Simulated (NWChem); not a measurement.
# ethylenediamine (C₂H₈N₂); SMILES NCCN

```xyz
12

N     -0.1745     1.8645    -0.0602
C      0.5059     0.5733    -0.0293
C     -0.5059    -0.5733    -0.0293
N      0.1745    -1.8645    -0.0602
H      0.5138     2.6228    -0.1381
H     -0.6561     2.0239     0.8352
H      1.2042     0.4260     0.8398
H      1.1343     0.4722    -0.9394
H     -1.1343    -0.4722    -0.9394
H     -1.2042    -0.4260     0.8398
H     -0.5138    -2.6228    -0.1381
H      0.6561    -2.0239     0.8352
```
Atoms are numbered in this order, from 1.

Results from NWChem. Pople sets run with spherical d functions. Medium grid unless said otherwise, to which SCAN and Minnesota functionals are sensitive. Structure relaxed at the PBE-D3(BJ)/def2-SVP level. Hybrids' shares of exact exchange are those that their runs print; pure functionals count as 0. The functionals differ in more than this share.

```
row            share of exact exchange  highest occupied level (eV)
-------------  -----------------------  ---------------------------
PBE/6-31G*                        0.00                        -4.84
r2SCAN/6-31G*                     0.00                        -5.25
B3LYP/6-31G*                      0.20                     withheld
PBE0/6-31G*                       0.25                        -6.47
PW6B95/6-31G*                     0.28                        -6.58
M05-2X/6-31G*                     0.56                        -8.03
```

**Question.** Fit a straight line of the last column on the one before it, predict the withheld value, and compare with the run.

**Answer.** 
1. Means of the 5 shown rows: x = 0.218, y = -6.234. Slope Σ(x − x̄)(y − ȳ)/Σ(x − x̄)² = -1.162/0.2169 = -5.356; intercept -5.066.
2. The shown rows scatter about the line by 0.135 (root mean square); the largest residual is +0.23, at PBE/6-31G*.
3. At x = 0.20 (B3LYP/6-31G*; inside the shown range) the line gives -6.14.
4. The run gives -6.17, -0.03 from the line, 0.2 times the scatter.
